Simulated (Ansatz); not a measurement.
C3H5FSi (`C=C1C[SiH]1F`), 10 atoms. Charge 0, multiplicity 1. All runs use 4 threads of an Arm Neoverse V2 on a shared host. Correlated methods freeze the cores.

Q: Give the basis size and wall time and peak host memory of each of these runs in Ansatz. RKS revPBE-D4/def2-TZVPP energy; RHF-CCSD(T)/def2-TZVPP energy; RKS HSE06 (plane-wave form)-D4/def2-TZVPP energy; direct RPA on PBE orbitals/def2-TZVPP energy; RKS BLYP-D4/def2-TZVPP energy; RKS PBE0-D4/def2-TZVP frequencies; RKS ωB97M-V/def2-SVP energy; RKS PBE0-D4/def2-QZVPP energy; RKS r2SCAN0-D4/def2-TZVPP energy; RKS PBE0-D4/def2-TZVP relaxation (11 steps); RKS PBE0-D4/def2-SVP energy; RHF-CCSD(T)/def2-SVP energy. (An estimate is asked.)

A: Ansatz gave: Other jobs shared the machine, so times are rough.

```tsv
level	job	functions	wall time	peak host memory (GiB)
RKS PBE0-D4/def2-SVP	energy	99	0.75 s	0.42
RKS revPBE-D4/def2-TZVPP	energy	236	1.4 s	0.28
RKS BLYP-D4/def2-TZVPP	energy	236	1.4 s	0.28
RKS HSE06 (plane-wave form)-D4/def2-TZVPP	energy	236	2.2 s	0.55
RHF-CCSD(T)/def2-SVP	energy	99	2.9 s	0.42
RKS ωB97M-V/def2-SVP	energy	99	2.9 s	0.42
RKS r2SCAN0-D4/def2-TZVPP	energy	236	3.4 s	0.54
direct RPA on PBE orbitals/def2-TZVPP	energy	236	3.9 s	0.53
RKS PBE0-D4/def2-QZVPP	energy	448	5.5 s	1.4
RKS PBE0-D4/def2-TZVP	relaxation (11 steps)	191	26 s	0.46
RHF-CCSD(T)/def2-TZVPP	energy	236	81 s	4.4
RKS PBE0-D4/def2-TZVP	frequencies	191	100 s	0.46
```
